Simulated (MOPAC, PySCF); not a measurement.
H$_{4}$OS$_{3}$Si, SMILES `O[Si](S)(S)S`, neutral singlet in the gas phase. 

Cartesian coordinates (Å):
SMILES: [Si](O)(S)(S)S
```xyz
9

O     -1.2760     0.4467     1.0153
Si    -0.0256     0.0042     0.0530
S      0.2476     1.5428    -1.3652
S     -0.3297    -1.7860    -1.0362
S      1.6264    -0.3448     1.3359
H     -1.5760    -0.1956     1.6639
H      0.2057     2.5168    -0.4438
H     -1.2421    -1.2464    -1.8585
H      2.4539    -0.6786     0.3362
```
Charge 0, multiplicity 1.

All levels are single points at this geometry (ωB97X-D3(BJ)/def2-TZVP); Pople sets use spherical d functions. Orbital energies aren't observables, and empty levels follow the basis.

| level | HOMO (eV) | LUMO (eV) | gap (eV) | dipole (D) | vertical IE, Delta-SCF (eV) |
|---|---|---|---|---|---|
| PBE-D3(BJ)/def2-TZVP in PySCF | -6.27 | -0.97 | 5.30 | 0.70 | – |
| ωB97X-D3(BJ)/def2-TZVP in PySCF | -9.90 | 1.98 | 11.89 | 0.71 | 9.86 |
| B3LYP/3-21G in PySCF | -7.52 | -0.19 | 7.32 | 1.25 | – |
| B3LYP/6-311+G** in PySCF | -7.34 | -0.83 | 6.51 | 0.61 | – |
| B3LYP/6-31G* in PySCF | -7.22 | 0.01 | 7.23 | 0.92 | 9.35 |
| B3LYP/LANL2DZ in PySCF | -7.56 | -0.30 | 7.26 | 0.69 | – |
| BP86/6-31G* in PySCF | -6.36 | -0.83 | 5.53 | 0.96 | – |
| M06-2X/6-31G* in PySCF | -8.67 | 1.03 | 9.70 | 0.95 | – |
| PBE/6-31G* in PySCF | -6.26 | -0.73 | 5.53 | 0.96 | – |
| HF/3-21G in PySCF | -10.82 | 3.49 | 14.32 | 1.23 | – |
| HF/6-31G* in PySCF | -10.38 | 3.86 | 14.24 | 0.96 | 9.38 |
| AM1 in MOPAC | -10.14 | -2.15 | 8.00 | 1.46 | – |
| PM6 in MOPAC | -9.30 | -0.67 | 8.63 | 1.04 | – |
